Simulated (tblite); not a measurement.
A tight-binding relaxation on `F[Si@@H]([SiH2][C@@H](C)[SeH])C`.

Computed with GFN2-xTB geometry optimisation, gas phase (tblite 0.8.0). Start geometry: from a force field or distance geometry. The input is one job of a driver script: a line of settings, then coordinates in Å.

Command:
```bash
OMP_NUM_THREADS=1 python probes_run.py task.json out
```

Input:
```
{"job": {"kind": "relax", "xc": "GFN2-xTB", "basis": "xTB"}, "charge": 0, "multiplicity": 1}
C     -2.065900    -1.010900    -0.655700
C     -1.783300     0.451300    -0.421700
Se    -2.333400     0.894900     1.394300
Si    -0.010300     0.915200    -0.739500
Si     1.432200    -0.487900     0.265000
C      3.038500    -0.351600    -0.676800
F      1.711500    -0.063300     1.871200
H     -2.885000    -1.315500     0.048400
H     -1.208500    -1.662000    -0.420200
H     -2.443500    -1.158000    -1.695000
H     -2.420600     1.020200    -1.124200
H     -2.676900     2.376600     1.556000
H      0.228100     2.244100    -0.133900
H      0.297900     0.935300    -2.182400
H      0.942100    -1.868500     0.214700
H      3.777900     0.254500    -0.075400
H      2.886100     0.188100    -1.638800
H      3.504300    -1.356100    -0.862400
```

Give the output.

```
step      E/eV     max force
  0    -636.84734    1.633
  1    -637.07776    0.887
  2    -637.17731    0.682
  3    -637.22251    0.608
  4    -637.28416    0.512
  5    -637.31626    0.522
  6    -637.37024    0.480
  7    -637.40242    0.384
  8    -637.42831    0.361
  9    -637.44221    0.302
... (226 lines left out)
236    -637.67185    0.023
237    -637.67192    0.018
238    -637.67199    0.017
239    -637.67207    0.018
240    -637.67212    0.018
241    -637.67216    0.015
242    -637.67219    0.013
243    -637.67221    0.010
244    -637.67223    0.012
245    -637.67225    0.008
```

«max force» is the largest atomic force in eV/Å.

From which step on does the largest force stay under 0.1 eV/Å, and how much energy is left to gain from there?

From step 184 (0.088 eV/Å), 13.0 meV above the end.

Main results: energy lowered by 19.0 kcal/mol over 245 steps; largest atomic force 0.008 eV/Å at the end.

Time: 3.6 s wall. Hardware: Arm Neoverse N1, one thread, no GPU, shared host.
Labels such as C1 count atoms from 1, the log's own numbers from 0.
